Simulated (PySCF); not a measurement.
An unknown gives this computed stick spectrum. Theory: PySCF 2.14.0, density-fitted response routines, TDDFT PBE0/def2-SVPD, vertical, gas phase, core orbitals frozen in the response. Geometries: GFN2-xTB, one conformer each.

```json
{"state": "S1", "E (eV)": "3.87", "f": "0.0073", "main configurations (H = HOMO, L = LUMO)": "H→L (99%)"}
{"state": "S2", "E (eV)": "4.56", "f": "0.0001", "main configurations (H = HOMO, L = LUMO)": "H-1→L+1 (59%), H-1→L (40%)"}
{"state": "S3", "E (eV)": "4.83", "f": "0.0000", "main configurations (H = HOMO, L = LUMO)": "H-1→L (60%), H-1→L+1 (40%)"}
{"state": "S4", "E (eV)": "5.36", "f": "0.769", "main configurations (H = HOMO, L = LUMO)": "H→L+1 (94%)"}
{"state": "S5", "E (eV)": "5.87", "f": "0.0004", "main configurations (H = HOMO, L = LUMO)": "H→L+2 (95%)"}
{"state": "S6", "E (eV)": "6.16", "f": "0.0003", "main configurations (H = HOMO, L = LUMO)": "H→L+3 (96%)"}
```

Orbital energies (eV): HOMO-3 -9.10, HOMO-2 -8.61, HOMO-1 -6.59, HOMO -6.01, LUMO -1.08, LUMO+1 -0.22, LUMO+2 0.86.

Question: Which structure fits? All have the formula C7H9N.
A. `CNc1ccccc1`
B. `CC/N=C/C=C1C=C1`
C. `CCc1cccnc1`
D. `C#CCN(C)CC#C`

Answer: B. Its S1, at 3.87 eV, is the lowest among the candidates; the nearest of the others has S1 at 4.70 eV. S1 is HOMO→LUMO (99%). Löwdin shares by element: HOMO carbon 53% or more, nitrogen 20% (atoms not listed hold the other 27%); LUMO carbon 85% or more, hydrogen 7% or more. At the same level the other candidates give, for their lowest levels:
- `C#CCN(C)CC#C`: 5.85 eV (f 0.017); 6.37 eV (f 0.019); 6.43 eV (f 0.000); 6.51 eV (f 0.007); 6.61 eV (f 0.002); T1 5.36 eV; HOMO -6.68, LUMO 0.46 eV
- `CNc1ccccc1`: 4.70 eV (f 0.040); 5.32 eV (f 0.004); 5.51 eV (f 0.214); 5.93 eV (f 0.008); 6.09 eV (f 0.004); T1 3.80 eV; HOMO -5.71, LUMO -0.01 eV
- `CCc1cccnc1`: 4.83 eV (f 0.004); 5.18 eV (f 0.000); 5.53 eV (f 0.051); 6.29 eV (f 0.079); 7.02 eV (f 0.013); T1 4.12 eV; HOMO -7.25, LUMO -0.73 eV

The values belong to the conformer `[CH3:1][CH2:2]/[N:3]=[CH:4]/[CH:5]=[C:6]1[CH:7]=[CH:8]1`: C1–C2–N3–C4 180°, N3–C4–C5–C6 180°.
Triplets come from the Tamm–Dancoff approximation.
